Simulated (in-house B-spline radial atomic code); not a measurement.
## Solving the quasi-particle equation for 6p up of neutral bismuth

Configuration [Xe] 4f14 5d10 6s2 6p3, highest spin, start r2SCAN; correlation leaves out the deepest shell. Computed with an all-electron radial atomic-structure program (B-spline basis): all electrons, scalar-relativistic (spin-free one-electron X2C), finite nucleus, each spin shell either full or empty, empty states to l = 9 with an (l + 1/2)⁻⁴ tail; G0W0 by contour deformation at full frequency.

Spin-orbit coupling, left out, splits p levels strongly here.

Spin-orbit coupling splits this shell strongly; the level is its average.

At the mean-field level ε = -5.562 eV the matrix elements are Σx = -14.81 eV, v_xc = -11.818 eV and Σc(ε) = -0.549 eV, and the slope of the correlation self-energy is dΣc/dω = -0.0973. The quasi-particle energy solves E = ε + Σx − v_xc + Σc(E).

Q: What does the linearised equation give?

A: Z = 1/(1 − dΣc/dω) = 1/1.0973 = 0.9113. The first-order shift is Σx − v_xc + Σc(ε) = -14.81 − (-11.818) + (-0.549) = -3.541 eV, so E ≈ ε + Z × shift = -5.562 + 0.9113 × (-3.541) = -8.789 eV.

Q: How does that compare with the full solution and with static screening?

A: Solving the equation at full frequency dependence gives E = -8.721 eV, where Σc = -0.168 eV and the weight is 0.863; the linearised value is off by 67 meV. Leaving Z out would give -9.103 eV. Static COHSEX puts -1.854 eV in place of Σc and gives -10.408 eV, 1.69 eV deeper. The tabulated removal energy is 7.286 eV (NIST, measured); the run leaves out spin-orbit coupling, Breit and QED terms.
